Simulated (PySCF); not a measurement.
**Radial density of Xe³⁶⁺ (xenon, charge +36)**

M06-2X, [Ar], closed-shell 1S. All numbers are calculated (PySCF 2.14, scalar relativity by spin-free X2C-1e, in an even-tempered Gaussian basis (18 s from 6.2 bohr⁻², ratio 2.5; 12 p from 8.1 bohr⁻², ratio 2.5; 5 d from 37 bohr⁻², ratio 2.7; 4 f from 55 bohr⁻², ratio 2.7)).

```json
{"r (bohr)": "0.0230", "4πr²ρ (e/bohr)": "68.68"}
{"r (bohr)": "0.0387", "4πr²ρ (e/bohr)": "61.93"}
{"r (bohr)": "0.0650", "4πr²ρ (e/bohr)": "82.98"}
{"r (bohr)": "0.109", "4πr²ρ (e/bohr)": "65.48"}
{"r (bohr)": "0.184", "4πr²ρ (e/bohr)": "32.09"}
{"r (bohr)": "0.310", "4πr²ρ (e/bohr)": "30.97"}
{"r (bohr)": "0.521", "4πr²ρ (e/bohr)": "2.212"}
{"r (bohr)": "0.876", "4πr²ρ (e/bohr)": "0.004092"}
```

Densities and radii are taken from the X2C orbitals without a picture-change correction, which distorts them close to the nucleus.
